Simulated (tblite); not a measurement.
A geometry optimisation, step by step.

Compound: C6H10N2OSi.
Bonds: C1–N2, N2–Si3, Si3–O4, O4–C5, C5–C6 (aromatic), C6–C7 (aromatic), C7–C8 (aromatic), C8–C9 (aromatic), C9–N10 (aromatic), C5–N10 (aromatic). Hydrogens: H11, H12, H13 on C1; H14 on N2; H15, H16 on Si3; H17 on C6; H18 on C7; H19 on C8; H20 on C9.

Computed with GFN2-xTB (tblite), gas phase: L-BFGS steps from a force-field or distance-geometry start until the largest atomic force falls under 0.01 eV/Å. 5 of its 200 geometries are shown.

Step 0: E = -806.0203 eV, largest atomic force 2.508 eV/Å
```
atom  x, y, z in Å  |  force x, y, z in eV/Å
C1     -3.822   -0.155   -0.766   -0.763   0.580  -0.393
N2     -3.159   -0.279    0.514    2.070  -0.610  -0.064
Si3    -1.600    0.585    0.364    0.583  -0.927   0.537
O4     -0.417   -0.558   -0.177    1.055   2.108   0.855
C5      0.937   -0.231   -0.088   -0.856   0.359  -0.010
C6      1.826   -1.202   -0.538    0.951   0.614   0.267
C7      3.182   -0.875   -0.473   -0.253  -1.122  -0.369
C8      3.642    0.338    0.008   -0.657  -0.400  -0.155
C9      2.701    1.249    0.425   -1.710  -0.954  -0.266
N10     1.365    0.957    0.372    0.584  -0.027  -0.068
H11    -4.931   -0.279   -0.683    0.868  -0.231  -0.045
H12    -3.357   -0.850   -1.467   -0.583   0.038  -0.356
H13    -3.628    0.879   -1.114   -0.587  -0.652  -0.126
H14    -2.939   -1.295    0.656   -0.584   1.119   0.210
H15    -1.132    1.127    1.643   -0.250  -0.239  -0.158
H16    -1.794    1.643   -0.625    0.297  -0.048   0.036
H17     1.486   -2.151   -0.905   -0.053  -0.077  -0.046
H18     3.885   -1.634   -0.809    0.012   0.179   0.039
H19     4.681    0.547    0.045    0.615   0.149   0.025
H20     3.070    2.195    0.796   -0.738   0.140   0.088
```

Step 50: E = -806.9066 eV, largest atomic force 0.032 eV/Å
```
atom  x, y, z in Å  |  force x, y, z in eV/Å
C1     -3.915   -0.184   -0.844    0.007   0.000   0.016
N2     -2.976   -0.248    0.251    0.004   0.014   0.002
Si3    -1.494    0.598    0.380    0.011  -0.009  -0.007
O4     -0.301   -0.433   -0.127   -0.015  -0.010   0.022
C5      1.004   -0.199   -0.084   -0.015  -0.009  -0.009
C6      1.892   -1.192   -0.516   -0.010   0.014  -0.006
C7      3.243   -0.919   -0.477   -0.004  -0.007  -0.002
C8      3.672    0.317   -0.007    0.000  -0.003  -0.016
C9      2.712    1.222    0.404    0.003  -0.002   0.008
N10     1.411    0.977    0.368   -0.001  -0.015  -0.017
H11    -4.930   -0.345   -0.474    0.002   0.005  -0.012
H12    -3.706   -0.931   -1.620   -0.023   0.019   0.011
H13    -3.864    0.805   -1.292    0.012  -0.023  -0.016
H14    -3.097   -1.089    0.795    0.019  -0.003  -0.008
H15    -1.279    0.905    1.789    0.001  -0.008   0.018
H16    -1.543    1.755   -0.502   -0.006   0.004  -0.008
H17     1.504   -2.134   -0.870    0.008   0.027   0.006
H18     3.957   -1.658   -0.811    0.013  -0.012   0.004
H19     4.721    0.565    0.032   -0.002   0.002   0.012
H20     2.985    2.198    0.783   -0.004   0.016   0.003
```

Step 100: E = -806.9227 eV, largest atomic force 0.408 eV/Å
```
atom  x, y, z in Å  |  force x, y, z in eV/Å
C1     -3.980   -0.005   -0.783   -0.099  -0.078   0.019
N2     -2.860   -0.486    0.001   -0.234   0.153  -0.282
Si3    -1.422    0.394    0.303    0.037   0.010  -0.019
O4     -0.253   -0.733   -0.047    0.007   0.031   0.045
C5      1.027   -0.391   -0.025    0.032   0.044  -0.060
C6      2.019   -1.271   -0.481    0.035   0.062   0.041
C7      3.330   -0.833   -0.463   -0.024   0.010   0.015
C8      3.620    0.443    0.010   -0.023   0.015  -0.015
C9      2.565    1.236    0.422   -0.011  -0.060   0.017
N10     1.305    0.831    0.406    0.078   0.010  -0.040
H11    -4.776    0.457   -0.166    0.326  -0.166  -0.174
H12    -4.429   -0.837   -1.358    0.158   0.296   0.233
H13    -3.609    0.742   -1.487   -0.138  -0.110   0.118
H14    -3.143   -1.193    0.656   -0.020  -0.142   0.071
H15    -1.268    0.834    1.693   -0.010  -0.021  -0.089
H16    -1.369    1.489   -0.662    0.036  -0.065   0.054
H17     1.757   -2.255   -0.842   -0.048   0.100   0.039
H18     4.126   -1.471   -0.827   -0.067  -0.001   0.060
H19     4.634    0.811    0.051   -0.031  -0.029  -0.042
H20     2.720    2.248    0.776   -0.004  -0.059   0.009
```

Step 149: E = -807.0525 eV, largest atomic force 0.130 eV/Å
```
atom  x, y, z in Å  |  force x, y, z in eV/Å
C1     -4.101   -0.035   -0.568   -0.070  -0.030   0.022
N2     -2.753   -0.520   -0.418   -0.092   0.061  -0.069
Si3    -1.466    0.486    0.086    0.050   0.073  -0.043
O4     -0.233   -0.596   -0.053   -0.029  -0.019   0.002
C5      1.050   -0.279   -0.005   -0.011   0.022  -0.015
C6      1.996   -1.247   -0.360    0.006   0.004   0.005
C7      3.329   -0.898   -0.343    0.015  -0.031   0.065
C8      3.686    0.390    0.042    0.006  -0.043   0.021
C9      2.673    1.263    0.394    0.043   0.004  -0.041
N10     1.386    0.947    0.365    0.041   0.015   0.009
H11    -4.629    0.084    0.389    0.089  -0.028  -0.041
H12    -4.686   -0.713   -1.194    0.065   0.029   0.024
H13    -4.065    0.938   -1.052   -0.001   0.007   0.032
H14    -2.712   -1.502   -0.198   -0.018  -0.056   0.047
H15    -1.511    1.012    1.453    0.004  -0.013   0.022
H16    -1.327    1.566   -0.887   -0.009  -0.004   0.001
H17     1.651   -2.228   -0.643    0.049  -0.016  -0.017
H18     4.087   -1.621   -0.612   -0.013   0.019  -0.022
H19     4.722    0.693    0.073   -0.070   0.011  -0.001
H20     2.896    2.274    0.709   -0.056  -0.006  -0.001
```

Step 199: E = -807.0752 eV, largest atomic force 0.008 eV/Å
```
atom  x, y, z in Å  |  force x, y, z in eV/Å
C1     -4.120    0.000   -0.427    0.004  -0.005  -0.001
N2     -2.768   -0.486   -0.502   -0.007   0.002  -0.002
Si3    -1.425    0.481   -0.070   -0.003   0.001   0.000
O4     -0.229   -0.634   -0.289   -0.003  -0.003   0.004
C5      1.047   -0.313   -0.153   -0.002  -0.001   0.001
C6      2.032   -1.286   -0.357    0.003   0.000   0.001
C7      3.353   -0.920   -0.205    0.003   0.005   0.000
C8      3.657    0.391    0.140    0.000   0.002   0.003
C9      2.609    1.274    0.316    0.000   0.002  -0.002
N10     1.337    0.936    0.175    0.000   0.000  -0.003
H11    -4.557   -0.122    0.571    0.000   0.000   0.002
H12    -4.753   -0.521   -1.147    0.002  -0.001   0.001
H13    -4.120    1.060   -0.665    0.003   0.005   0.000
H14    -2.709   -1.484   -0.365    0.000   0.002  -0.003
H15    -1.377    0.973    1.311    0.001  -0.004   0.001
H16    -1.317    1.575   -1.030   -0.001   0.001  -0.003
H17     1.739   -2.288   -0.626   -0.002   0.000   0.004
H18     4.139   -1.646   -0.352    0.000   0.000  -0.003
H19     4.678    0.713    0.268    0.000  -0.004  -0.001
H20     2.780    2.309    0.584    0.001  -0.002   0.001
```

Q: Summarise the path.

A: The energy falls by 24.33 kcal/mol from step 0 to step 199; nine tenths of that is first reached at step 118. It rises by more than 0.2 meV at steps 91, 93, 97, 100 and 103. The largest force goes from 2.508 to 0.008 eV/Å. Among the bonds Si3–O4 changes most, from 1.732 to 1.651 Å; the atoms move by 0.661 Å rms after alignment.

Q: Follow the three bonds and two angles with the largest change from start to end.

A: 
```tsv
step	E above end (kcal/mol)	largest force (eV/Å)	Si3–O4 (Å)	N2–Si3 (Å)	O4–C5 (Å)	C1–N2–Si3 (°)	Si3–N2–H14 (°)
0	24.33	2.508	1.732	1.789	1.396	106.5	107.2
9	5.86	0.303	1.661	1.721	1.326	119.0	120.4
17	4.34	0.163	1.653	1.709	1.323	124.5	118.6
26	4.00	0.043	1.658	1.714	1.326	125.9	117.0
35	3.95	0.043	1.658	1.713	1.326	126.5	117.3
43	3.91	0.036	1.658	1.712	1.327	126.6	117.8
52	3.88	0.038	1.656	1.711	1.327	126.8	118.8
61	3.82	0.013	1.656	1.710	1.327	127.2	118.7
69	3.81	0.014	1.656	1.709	1.326	127.6	118.9
78	3.81	0.015	1.656	1.709	1.326	127.6	118.8
87	3.79	0.026	1.656	1.708	1.326	128.0	119.1
95	3.67	0.161	1.658	1.709	1.325	127.5	119.7
104	3.25	0.074	1.659	1.712	1.324	125.4	118.3
112	2.76	0.163	1.658	1.713	1.324	121.7	117.7
121	2.10	0.183	1.651	1.717	1.323	119.0	116.2
130	1.32	0.092	1.648	1.715	1.324	119.5	116.9
138	0.97	0.130	1.647	1.715	1.323	121.2	117.2
147	0.61	0.142	1.649	1.710	1.324	122.6	118.5
156	0.36	0.056	1.648	1.711	1.323	122.2	118.3
164	0.27	0.061	1.648	1.711	1.323	122.4	118.3
173	0.14	0.040	1.649	1.709	1.322	123.3	118.7
182	0.07	0.043	1.650	1.710	1.322	123.2	118.9
190	0.02	0.028	1.650	1.711	1.322	122.9	118.5
199	0.00	0.008	1.651	1.710	1.322	122.2	118.6
```

What follows is the cost of the whole relaxation. The run took 3.1 s on Arm Neoverse N1, one thread, on a shared host.
